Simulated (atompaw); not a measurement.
What one change does to a pseudopotential (lead, PAW (atompaw))

atompaw 4.2.0.5 input, output lines left out:

```
Pb 82
GGA-PBE scalarrelativistic loggrid 2001 logderivrange -13 5 451
6 6 5 4 0 0
6 1 2
0 0 0
c
c
c
c
v
v
c
c
c
v
v
c
c
v
c
2
2.30 2.00 2.10 2.15
n
n
y
-0.5
n
custom polynom2 7 10 vanderbiltortho sinc
bessel
1.30
1.30
1.80
2.30
2.30
2.30
```

Change: all radii scaled by about 0.95 (s 1.24, p 1.70, d 2.18 bohr); local potential bessel scheme, radius 2.00 bohr; augmentation sinc compensation charge, radius 1.90 bohr; PAW radius 2.18 bohr; waves and projectors: custom polynom2 7 10 vanderbiltortho; core correction smooth core density matched at 2.04 bohr.

Cutoffs: the cutoffs (Ry, on a coarse ladder) from which the occupation-weighted sum of valence levels, in a spherical-Bessel basis at the reference potential, stays within 10 and 1 mRy of its value at 400 Ry; they do not see the model core or the augmentation charge, which bear on the density cutoff.

What does the change do?

The potential gets harder (40 Ry and 180 Ry → 45 Ry and 200 Ry); neither file shows a bound ghost. A smaller radius makes the pseudo-wave follow the all-electron one further in, where it bends more sharply, so more plane waves are needed.

| quantity | base | changed |
| --- | --- | --- |
| cutoff, loose | 40 Ry | 45 Ry |
| cutoff, tight | 180 Ry | 200 Ry |
| loose cutoff by channel (10 mRy a level) | s 21 Ry, p 21 Ry, d 12 Ry | s 21 Ry, p 21 Ry, d 18 Ry |
| bound ghosts | none | none |
| lowest overlap eigenvalue by channel | s 0.73, p 0.67, d 0.93 | s 0.66, p 0.69, d 0.95 |

 The cutoffs see the waves, projectors and local potential, not the compensation charge or the core.
